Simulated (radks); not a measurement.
Values are calculated unless marked as measured or tabulated.
Species: the terbium ion Tb0.75+. Configuration: [Xe] 4f(up 4.5, down 4.5) 6s(up 0.75, down 0.5) (fractional occupations, a model configuration).

Code: a radial shooting solver on a logarithmic mesh with Libxc functionals. Model: scalar-relativistic Kohn-Sham, r2SCAN, spin-polarised, spherical densities, finite nucleus; meta-GGA in the generalised Kohn-Sham scheme; Fermi nuclear charge, rms radius 5.06 fm.

Energy parts (eV):
part                      energy
total                 -318619.56
kinetic                342896.99
electron-nucleus      -778322.00
Hartree                123776.87
exchange-correlation    -6971.42

Orbitals (lengths in bohr, moments of r in powers of bohr; <r^-3> diverges for s and p1/2):
orbital  occ.  eigenvalue (eV)  <r^-3>      <r^4>
1s up       1        -51934.11       -  1.065e-06
1s down     1        -51934.10       -  1.065e-06
2s up       1        -8635.095       -  0.0001683
2s down     1        -8635.094       -  0.0001683
2p up       3        -7670.323   12100  0.0001264
2p down     3        -7670.322   12100  0.0001264
3s up       1        -1927.130       -   0.006436
3s down     1        -1927.130       -   0.006436
3p up       3        -1628.051    2566   0.006773
3p down     3        -1628.051    2566   0.006773
3d up       5        -1238.305   343.5   0.005401
3d down     5        -1238.305   343.5   0.005401
4s up       1        -389.6272       -     0.1594
4s down     1        -389.6259       -     0.1593
4p up       3        -290.6851   567.4     0.2097
4p down     3        -290.6835   567.4     0.2097
4d up       5        -154.3277   63.71     0.3349
4d down     5        -154.3243   63.71     0.3348
4f up     4.5          -7.5143   8.224      4.725
4f down   4.5          -7.5015   8.231      4.603
5s up       1         -53.6584       -      5.937
5s down     1         -53.6517       -      5.933
5p up       3         -30.4695   71.87      12.37
5p down     3         -30.4596   71.92      12.23
6s up    0.75          -7.5377       -      442.1
6s down   0.5          -7.1854       -      470.8

The highest occupied level is 6s down at -7.185 eV. Summed over all electrons, <r^2> = 61.16 bohr^2, which gives a Langevin (diamagnetic) susceptibility term of -48.4 x 10^-6 cm^3/mol. Spin moment in Bohr magnetons: 0.25.
